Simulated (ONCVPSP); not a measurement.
Before and after: ONCV potential for europium

* Element: europium
* Generator: ONCVPSP 4.0.1
* Type: optimised norm-conserving Vanderbilt (ONCV)
* Functional: PBEsol
* Relativity: scalar-relativistic
* Frozen core: [Kr] 4d10 4f6
* Valence charge: 11
* Reference configuration: 5s2 5p6 5d2 6s1
* Partial waves: 5s+6s: rc 2.65 bohr, ncon 4, nbas 7, qcut 5.1 1/bohr, 3 projectors, debl 1.6 Ha; 5p: rc 1.85 bohr, ncon 4, nbas 8, qcut 7.6 1/bohr, 2 projectors, debl 0.6 Ha; 5d: rc 2.50 bohr, ncon 3, nbas 6, qcut 4 1/bohr, 1 projector
* Local potential: polynomial inside 1.65 bohr (lpopt 5, dvloc0 0 Ha)
* Core correction: none

In the p channel the program set the typed energies aside and used -0.928, 0.250 Ha.

Change: all radii scaled by about 1.13 (s 3.00, p 2.10, d 2.82 bohr); local potential polynomial inside 1.86 bohr (lpopt 5, dvloc0 0 Ha).

Cutoffs: the cutoffs (Ha) at which the residual kinetic energy of the hardest occupied pseudo-wave falls to 1 and 0.1 mHa per electron; they do not see the model core or the augmentation charge, which bear on the density cutoff. Errors are all-electron minus pseudo energies relative to the spin-unpolarised reference configuration.

**Question.** What does the change do?

**Answer.** The potential gets softer (19 Ha and 22 Ha → 16 Ha and 20 Ha); of the 4 tests that both files solve, the error grows in 0 and shrinks in 3 by more than 15 % and 0.3 meV (median size 6.4 → 4.1 meV); neither file shows a bound ghost. A larger radius leaves more room for a smooth pseudo-wave, so fewer plane waves are needed. That the errors move this way runs against the usual rule that smaller radii transfer better.

| quantity | base | changed |
| --- | --- | --- |
| cutoff, loose | 19 Ha | 16 Ha |
| cutoff, tight | 22 Ha | 20 Ha |
| loose cutoff by channel | s 6.4 Ha, p 19 Ha, d 6.8 Ha | s 4.0 Ha, p 16 Ha, d 6.4 Ha |
| bound ghosts | none | none |
| GHOST(+) flags under 300 eV | s at 156.5 eV | s at 153.6 eV |
| error for 5s2 5p6 5d1 6s2, meV [ΔE -1.61 eV] | -2.4 | -0.1 |
| error for 5s2 5p6 5d1 6s1, meV [ΔE 4.97 eV] | -8.9 | -7.0 |
| error for 5s2 5p6 5d1 6s0, meV [ΔE 16.85 eV] | -11 | -11 |
| error for 5s2 5p6 5d1 6s1 6p1, meV [ΔE 1.22 eV] | -4.0 | -1.3 |
